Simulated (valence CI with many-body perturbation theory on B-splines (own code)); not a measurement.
# E1 transitions of Pd30+

Computed by relativistic CI+MBPT: six valence electrons over a frozen Dirac-Fock core [Ne], radial functions for each j: 9 s, 9 p, 8 d, 6 f, 3 g, 1 h, with the one-electron correlation potential Σ1, the two-electron term Σ2, the three-electron term Σ3, Breit, model QED; selected CI, second order for the rest, scaled by the run's own slope (own B-spline code, finite nucleus).

No measured spectrum was set against this ion. As an estimate, large intervals hold to a few tenths of a per cent, small ones and those within an open d or f shell to about a per cent. Among the levels kept, up to 1500 cm⁻¹ of a level comes from second order outside the variational space, and about a tenth of that is noise between levels of different J, which matters for small intervals.

Lines 51 to 82 of 82 in falling wavelength, among levels below 1602000 cm⁻¹, chosen from the strongest by gf and those to the six lowest levels. Wavelengths and rates use the calculated energies. Electric multipoles are in the length gauge, E1 and E2 with the static RPA response of the core. Weak lines are less certain than strong ones. Lines between different terms over intervals too small for the method are left out, as are lines whose strength nearly cancels. Where a level lies close to another of its J and parity, the split of strength between their lines is uncertain. The highest levels of a list are the least certain.

Levels are named by their leading jj configuration (3d3/2^4 stands for four electrons in 3d with j = 3/2), which in mixed levels can hold well under half, so a name can repeat and another be missing. Letters in brackets count levels of one name in rising energy.

| λ vac (Å) | Upper | Lower | A (s⁻¹) | S (a.u.) |
| --- | --- | --- | --- | --- |
| 85.06 | (3s^2 3p1/2 3p3/2^2 3d5/2) J=3 [b] | (3s^2 3p1/2 3p3/2^3) J=2 | 1.81e+09 | 3.84e-03 |
| 84.61 | (3s^2 3p1/2^2 3p3/2 3d5/2) J=3 | (3s^2 3p1/2^2 3p3/2^2) J=2 | 3.63e+10 | 7.59e-02 |
| 84.33 | (3s^2 3p1/2 3p3/2^2 3d5/2) J=0 | (3s^2 3p1/2 3p3/2^3) J=1 | 4.94e+10 | 1.46e-02 |
| 84.12 | (3s^2 3p1/2 3p3/2^2 3d5/2) J=2 [a] | (3s^2 3p1/2 3p3/2^3) J=1 | 1.82e+10 | 2.67e-02 |
| 83.98 | (3s^2 3p1/2 3p3/2^2 3d3/2) J=1 [b] | (3s^2 3p1/2 3p3/2^3) J=2 | 7.97e+07 | 6.99e-05 |
| 83.98 | (3s^2 3p1/2 3p3/2^2 3d5/2) J=2 [c] | (3s^2 3p1/2 3p3/2^3) J=2 | 3.51e+10 | 5.13e-02 |
| 83.67 | (3s^2 3p1/2 3p3/2^2 3d5/2) J=2 [b] | (3s^2 3p1/2 3p3/2^3) J=1 | 8.81e+09 | 1.27e-02 |
| 82.23 | (3s^2 3p1/2 3p3/2^2 3d5/2) J=3 [c] | (3s^2 3p1/2 3p3/2^3) J=2 | 4.43e+10 | 8.52e-02 |
| 81.40 | (3s^2 3p1/2^2 3p3/2 3d5/2) J=1 | (3s^2 3p1/2^2 3p3/2^2) J=2 | 8.66e+08 | 6.92e-04 |
| 80.79 | (3s^2 3p1/2 3p3/2^2 3d3/2) J=1 [b] | (3s^2 3p1/2 3p3/2^3) J=1 | 3.54e+10 | 2.76e-02 |
| 80.79 | (3s^2 3p1/2 3p3/2^2 3d5/2) J=2 [c] | (3s^2 3p1/2 3p3/2^3) J=1 | 1.71e+10 | 2.23e-02 |
| 80.75 | (3s^2 3p1/2 3p3/2^2 3d3/2) J=1 [c] | (3s^2 3p1/2 3p3/2^3) J=2 | 1.02e+11 | 7.93e-02 |
| 80.67 | (3s^2 3p1/2 3p3/2^2 3d5/2) J=1 [a] | (3s^2 3p1/2^2 3p3/2^2) J=0 | 1.25e+10 | 9.72e-03 |
| 80.11 | (3s^2 3p1/2 3p3/2^2 3d3/2) J=1 [a] | (3s^2 3p1/2^2 3p3/2^2) J=2 | 9.88e+08 | 7.52e-04 |
| 79.61 | (3s^2 3p1/2 3p3/2^2 3d3/2) J=2 [a] | (3s^2 3p1/2^2 3p3/2^2) J=2 | 3.53e+09 | 4.40e-03 |
| 78.02 | (3s^2 3p1/2 3p3/2^2 3d3/2) J=3 [a] | (3s^2 3p1/2^2 3p3/2^2) J=2 | 3.21e+09 | 5.27e-03 |
| 77.79 | (3s^2 3p1/2 3p3/2^2 3d3/2) J=1 [c] | (3s^2 3p1/2 3p3/2^3) J=1 | 2.25e+09 | 1.57e-03 |
| 76.04 | (3s^2 3p1/2 3p3/2^2 3d5/2) J=3 [a] | (3s^2 3p1/2^2 3p3/2^2) J=2 | 2.82e+09 | 4.28e-03 |
| 75.84 | (3s^2 3p1/2 3p3/2^2 3d5/2) J=1 [a] | (3s^2 3p1/2^2 3p3/2^2) J=2 | 4.14e+09 | 2.67e-03 |
| 73.41 | (3s^2 3p1/2 3p3/2^2 3d5/2) J=1 [b] | (3s^2 3p1/2^2 3p3/2^2) J=0 | 6.09e+08 | 3.57e-04 |
| 72.54 | (3s^2 3p1/2 3p3/2^2 3d3/2) J=2 [b] | (3s^2 3p1/2^2 3p3/2^2) J=2 | 2.33e+10 | 2.19e-02 |
| 69.63 | (3s^2 3p1/2 3p3/2^2 3d3/2) J=1 [b] | (3s^2 3p1/2^2 3p3/2^2) J=0 | 6.15e+10 | 3.07e-02 |
| 69.38 | (3s^2 3p1/2 3p3/2^2 3d5/2) J=1 [b] | (3s^2 3p1/2^2 3p3/2^2) J=2 | 1.48e+11 | 7.34e-02 |
| 68.20 | (3s^2 3p1/2 3p3/2^2 3d5/2) J=2 [a] | (3s^2 3p1/2^2 3p3/2^2) J=2 | 1.23e+11 | 9.60e-02 |
| 67.90 | (3s^2 3p1/2 3p3/2^2 3d5/2) J=2 [b] | (3s^2 3p1/2^2 3p3/2^2) J=2 | 1.70e+11 | 1.31e-01 |
| 67.71 | (3s^2 3p1/2 3p3/2^2 3d3/2) J=3 [b] | (3s^2 3p1/2^2 3p3/2^2) J=2 | 3.10e+11 | 3.32e-01 |
| 67.39 | (3s^2 3p1/2 3p3/2^2 3d3/2) J=1 [c] | (3s^2 3p1/2^2 3p3/2^2) J=0 | 2.35e+11 | 1.06e-01 |
| 66.66 | (3s^2 3p1/2 3p3/2^2 3d5/2) J=3 [b] | (3s^2 3p1/2^2 3p3/2^2) J=2 | 7.84e+09 | 8.03e-03 |
| 66.00 | (3s^2 3p1/2 3p3/2^2 3d3/2) J=1 [b] | (3s^2 3p1/2^2 3p3/2^2) J=2 | 2.99e+11 | 1.27e-01 |
| 66.00 | (3s^2 3p1/2 3p3/2^2 3d5/2) J=2 [c] | (3s^2 3p1/2^2 3p3/2^2) J=2 | 1.05e+11 | 7.44e-02 |
| 64.91 | (3s^2 3p1/2 3p3/2^2 3d5/2) J=3 [c] | (3s^2 3p1/2^2 3p3/2^2) J=2 | 8.35e+10 | 7.89e-02 |
| 63.98 | (3s^2 3p1/2 3p3/2^2 3d3/2) J=1 [c] | (3s^2 3p1/2^2 3p3/2^2) J=2 | 4.78e+09 | 1.86e-03 |
